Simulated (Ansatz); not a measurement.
Z-matrix (Å, degrees):
```
C
O 1 1.3422
H 2 0.9661 1 112.21
S 1 1.6227 2 122.14 3 180.00
S 1 1.7650 2 118.40 3 0.00
H 5 1.3513 1 99.85 2 0.00
```
Charge 0, spin multiplicity 1.

Calculation: frozen-core CCSD(T)/cc-pVTZ // B3LYP-D3(BJ)/def2-TZVP (Ansatz, an electronic-structure program).

| Property | Result |
|---|---|
| HF energy | -909.00857 Ha |
| MP2 correlation energy | -0.74534 Ha |

Q: Estimate the CCSD correlation energy, the (T) correction, the total energy and the T1 diagnostic.

A: 
The CCSD correlation energy is -0.77245 Ha, the (T) correction is -0.03931 Ha and the CCSD(T) total energy comes out as -909.82033 Ha. The T1 diagnostic is 0.017.
